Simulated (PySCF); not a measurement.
Electron correlation in Br²⁺ (bromine, charge +2)

[Ar] 3d10 4s1 4p3 5s1, high-spin 6S determinant (an excited configuration). Calculation: PySCF 2.14, in aug-cc-pVDZ-PP with ECP10MDF; a scalar-relativistic core potential. Frozen: 3s2 3p6 3d10; 5 electrons correlated.

| level | correlation energy (mhartree) |
| --- | --- |
| CCSD | -30.43 |
| (T) | -0.14 |
| CCSD(T) | -30.57 |
| CCSDT | -30.61 |

Diagnostics: T1 = 0.0043, D1 = 0.0126, largest double amplitude 0.034.

Question: Is a single reference adequate?

Answer: Yes, within this model without spin-orbit coupling: T1 lies below 0.03 and no double amplitude reaches 0.07.
